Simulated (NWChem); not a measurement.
System: RbCl; SMILES [Cl][Rb]

Here is an NWChem input.

```
start job
memory heap 200 mb stack 900 mb global 1100 mb
geometry units angstroms noautosym nocenter noautoz
  Rb     0.000000     0.000000    -0.903055
  Cl     0.000000     0.000000     1.911525
end
basis spherical
  * library def2-svp
end
ecp
  Rb library def2-ecp
end
dft
  xc hfexch
  iterations 150
end
tddft
  cis
  nroots 6
  notriplet
end
task tddft energy
```

Structure relaxed at the PBE0/def2-SVP level. def2 effective core potentials on Rb; no spin-orbit coupling.

Vertical excitations in the gas phase.

Problem. Predict the main results of this run. (Hartree-Fock/def2-SVP with def2 effective core potentials on Rb, CIS.) Quantities: basis functions; lowest excitation, singlet (eV); oscillator strength of that lowest state; lowest state with f > 0.02, singlet (eV); oscillator strength of that bright state; orbital gap (eV).

Solution. 
| Property | Value |
|---|---|
| number of basis functions | 42 |
| lowest excitation, singlet (eV) | 5.20 |
| oscillator strength of that lowest state | 0.037 |
| lowest state with f > 0.02, singlet (eV) | 5.20 |
| oscillator strength of that bright state | 0.037 |
| orbital gap (eV) | 8.33 |
